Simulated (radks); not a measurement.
Values are calculated unless marked as measured or tabulated.
Neutral cadmium inside a hard spherical wall (all orbitals vanish at R), configuration held at [Kr] 4d10 5s2 and not refilled when levels cross. Level of theory: scalar-relativistic Kohn-Sham, PBE, spin-polarised, spherical densities, point nucleus (a radial shooting solver on a logarithmic mesh with Libxc functionals). Eigenvalues in eV for spin up, with the zero of energy where the potential of the charges vanishes at infinity; a dash marks a level that is unbound or too diffuse for the functional's potential to be trusted. A positive occupied level is held by the wall or, in an anion where self-interaction has pushed it up, behind a barrier. The pressure on the wall is -dE/dV.

R (bohr)  E (hartree)  kinetic (hartree)    e(4s)    e(4p)    e(4d)   e(5s)  e(5p, empty)  e(6s, empty)  pressure (GPa)
free      -5594.65385           5821.747  -105.92  -66.967  -11.733  -5.660        -1.183             -               0
20        -5594.65385           5821.747  -105.92  -66.967  -11.733  -5.660        -1.183             -        < 0.0001
10        -5594.65366           5821.749  -105.90  -66.949  -11.715  -5.644        -1.062         1.602         0.00561
8         -5594.65158           5821.767  -105.78  -66.832  -11.601  -5.537        -0.716         3.831           0.101
7         -5594.64624           5821.804  -105.58  -66.627  -11.401  -5.333        -0.239         6.278           0.438
6         -5594.62836           5821.910  -105.10  -66.150  -10.942  -4.808         0.778        10.823            2.02
4         -5594.31849           5823.332  -101.11  -62.217   -7.227   0.738         9.182        41.016            69.6
2.5       -5590.64686           5837.793  -81.349  -43.152   12.222  39.800        57.936        173.32            2990
2         -5582.75604           5866.880  -57.872  -19.578   38.923  102.59        129.09        334.97           16600
1.5       -5550.05362           5974.207    5.972   48.785   117.82  301.41        339.60        763.02          136000
